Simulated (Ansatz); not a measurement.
Wavefunction ladder for C$_{3}$H$_{4}$AlF (`F[C]1=C[CH2][AlH]1`)

```xyz
9

F     0.920    0.349   -2.406
C     0.346    0.053   -1.238
C     0.677    0.651   -0.078
C    -0.134    0.122    1.093
Al   -0.952   -1.010   -0.296
H     1.438    1.428    0.019
H    -0.741    0.893    1.575
H     0.484   -0.346    1.864
H    -2.039   -2.139   -0.534
```

Total charge 0; spin multiplicity 1. The geometry is a stationary point of PBE0-D4/def2-TZVP. Frozen core, restricted reference, Ansatz. CBS rows extrapolate triple and quadruple zeta; past MP2 they add the triple-zeta difference.

```csv
basis,HF (Eh),MP2 corr.,CCSD corr.,(T),CCSD(T) total
def2-SVP,-456.98148,-0.63599,-0.67340,-0.02213,-457.67701
def2-TZVPP,-457.32209,-0.79931,-0.82809,-0.03535,-458.18553
def2-QZVPP,-457.33850,-0.85961,–,–,–
CBS(def2),-457.34075,-0.90427,-0.93305,as TZ,-458.30915
```
